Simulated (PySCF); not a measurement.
**Electric field gradients and quadrupole coupling constants**

C₅H₆F₄O.
Z-matrix (Å and degrees, GFN2-xTB geometry), rows numbered from 1:
```
C 
C   1  1.3180
C   2  1.5079  1  123.39
F   3  1.3909  2  110.87  1   -20.18
O   3  1.3625  2  108.83  1  -141.87
C   5  1.4275  3  117.70  2  -179.19
C   3  1.5612  2  108.62  1    93.95
F   7  1.3384  3  110.41  2    72.29
F   7  1.3366  3  113.58  2  -167.41
F   7  1.3363  3  111.50  2   -46.80
H   1  1.0769  2  121.75  3     0.38
H   1  1.0753  2  121.07  3  -179.92
H   2  1.0785  1  123.76  3  -179.74
H   6  1.0912  5  111.09  3   -45.17
H   6  1.0925  5  111.15  3    77.66
H   6  1.0871  5  104.92  3  -163.84
```

Field gradients from the PBE0/pcSseg-1 density (PySCF, non-relativistic), principal values in atomic units, ordered |Vxx| ≤ |Vyy| ≤ |Vzz|:

```json
{"atom": "O5", "Vxx": "-0.1822", "Vyy": "-1.8120", "Vzz": "1.9942"}
```

Question: Find the asymmetry η = (Vxx − Vyy)/Vzz and the couplings χ = eQV/h (234.96 MHz × Q in barn × V in au), with Q(17O) = −0.0256 b.

Answer: 
```csv
atom,environment,nucleus,η,χzz (MHz),χxx (MHz),χyy (MHz)
O5,ether oxygen,17O,0.82,-12.00,1.10,10.90
```

The tensor is traceless: Vxx + Vyy + Vzz = 0.

Question: What is Vzz at O5 in SI units (1 au = 9.71736 × 10²¹ V/m²)?

Answer: 1.9942 au = 19.379 × 10²¹ V/m².

Question: And the gradient at the other heavy atoms, for which no coupling is worked out here?

Answer: 
```
atom              environment  Vzz (au)     η
  C1     terminal =CH2 carbon     0.381  0.23
  C2         alkene CH carbon    -0.254  0.89
  C3           sp3 C–F carbon     0.414  0.86
  F4           alkyl fluorine     2.924  0.07
  C6           methoxy carbon     0.481  0.04
  C7               CF3 carbon    -0.448  0.02
  F8  fluorine of a CF3 group     2.893  0.04
  F9  fluorine of a CF3 group     2.908  0.03
 F10  fluorine of a CF3 group     2.931  0.04
```

Question: What couplings would deuterons (Q(2H) = 0.00286 b) have in place of the hydrogens, at this geometry?

Answer: 
```tsv
atom	bonded to	bond length (Å)	Vzz (au)	η	χzz (kHz)
H11	C1	1.077	0.3314	0.04	223
H12	C1	1.075	0.3379	0.03	227
H13	C2	1.078	0.3276	0.07	220
H14	C6	1.091	0.2943	0.09	198
H15	C6	1.092	0.2932	0.09	197
H16	C6	1.087	0.3063	0.08	206
```

Geometry: GFN2-xTB, one conformer, isolated molecule. GFN2-xTB bond lengths can be off by several hundredths of an ångström, more for odd bonds, and the gradients follow them. The small basis limits the accuracy of the gradients.
